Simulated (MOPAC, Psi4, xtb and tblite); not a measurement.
Relaxed torsion scan: SMILES CC[SiH2]OC. Scanned: dihedral C1–C2–Si3–O4; all other coordinates were relaxed at GFN2-xTB. Points at φ and −φ are mirror images. Heavy atoms are numbered in the order of the SMILES CC[SiH2]OC, hydrogens after them in the order of the atoms that carry them; the mirror image has the same energies with the sign of each dihedral reversed.

GFN2-xTB (xtb and tblite); B3LYP/def2-TZVP // GFN2-xTB (Psi4); PM7, restricted, heats of formation // GFN2-xTB (MOPAC); PBE-D3(BJ)/def2-TZVP // GFN2-xTB (Psi4).

Energies relative to the lowest point of each profile, in kJ/mol:

| φ / ° | GFN2-xTB | B3LYP/def2-TZVP | PM7 |
|---|---|---|---|
| -165 | 0.6 | 3.1 | 0.7 |
| -150 | 2.2 | 5.0 | 1.7 |
| -60 | 3.8 | 0.0 | 0.0 |
| -45 | 4.5 | 0.9 | 1.0 |
| -15 | 7.8 | 6.1 | 4.8 |
| 0 | 8.6 | 7.4 | 5.6 |
| 15 | 7.8 | 6.1 | 4.8 |
| 30 | 6.1 | 3.4 | 2.9 |
| 45 | 4.5 | 0.9 | 1.0 |
| 75 | 4.1 | 1.2 | 0.1 |
| 165 | 0.6 | 3.1 | 0.7 |
| 180 | 0.0 | 2.3 | 0.3 |

Task: Estimate the PBE-D3(BJ)/def2-TZVP values at these points.

Result: -165: 3.4; -150: 5.2; -60: 0.0; -45: 0.7; -15: 5.8; 0: 7.0; 15: 5.8; 30: 3.1; 45: 0.7; 75: 1.3; 165: 3.4; 180: 2.7 (kJ/mol).
